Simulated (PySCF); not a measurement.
A geometry optimisation on `[F][Y]([F])[F]`.

Computed with PBE0-D3(BJ)/def2-SVP geometry optimisation, gas phase, def2 core potentials past Kr (PySCF 2.14.0). Start geometry: GFN2-xTB. A driver script takes a list of jobs; this job's settings line and coordinates (Å) are shown.

Input:
```
{"job": {"xc": "PBE0", "basis": "def2-SVP", "d3": "d3bj", "grid": 1, "maxiter": 30, "shake": 0.03, "kind": "geom"}, "charge": 0, "multiplicity": 1}
Y      0.052150    -0.077080     0.646930
F      1.667470    -0.036090    -0.192390
F     -0.880940     1.459450    -0.246820
F     -0.755390    -1.436720    -0.238180
```

Output:
```
step   0  E = -337.53838893  max force = 0.093494
step   1  E = -337.56881408  max force = 0.020831
step   2  E = -337.57559069  max force = 0.008097
step   3  E = -337.58068727  max force = 0.007178
step   4  E = -337.57866017  max force = 0.018091
step   5  E = -337.58032179  max force = 0.008537
step   6  E = -337.58057658  max force = 0.001468
step   7  E = -337.58066389  max force = 0.001244
step   8  E = -337.58088146  max force = 0.000812
step   9  E = -337.58087909  max force = 0.002719
step  10  E = -337.58111463  max force = 0.001886
step  11  E = -337.58123825  max force = 0.001498
step  12  E = -337.58125314  max force = 0.001043
step  13  E = -337.58124634  max force = 0.000554
step  14  E = -337.58125356  max force = 0.000234
optimisation converged
```

Energies in Eh; «max force» is the largest Cartesian gradient component in Eh/bohr.

**Question.** Give the first gradient maximum in eV/Å.

**Answer.** With 1 Eh/bohr = 51.422 eV/Å, 4.808 eV/Å.

In short: final energy -337.58125 Eh after 14 steps; dipole 0.06 D.

**Question.** Where do the atoms end?

**Answer.** 0.475 Å rms from the input after alignment:
```
atom  x, y, z in Å
Y1     0.0191   -0.0232   -0.0026
F2     1.9730    0.1144    0.3711
F3    -1.0518    1.6311   -0.3062
F4    -0.8570   -1.8128   -0.0927
```

Time: 33 s wall; peak memory 0.29 GiB. Hardware: one thread of an Arm Neoverse V1, on a shared host.
Labels such as C1 count atoms from 1, the log's own numbers from 0.
